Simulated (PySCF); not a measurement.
F2H2SeSi, SMILES F[SiH](F)[SeH]. Geometry optimised at B3LYP-D3(BJ)/def2-SVP. The values are those of a single conformer.

Computed equilibrium geometry at B3LYP-D3(BJ)/def2-SVP (PySCF confirms it by a frequency run) as a Z-matrix (one conformer of several):
```
Si
F 1 1.6141
F 1 1.6153 2 107.46
H 1 1.4757 2 109.74 3 116.17
Se 1 2.2654 4 114.87 3 124.70
H 5 1.4776 1 91.27 4 -56.26
```
Charge 0, spin multiplicity 1.
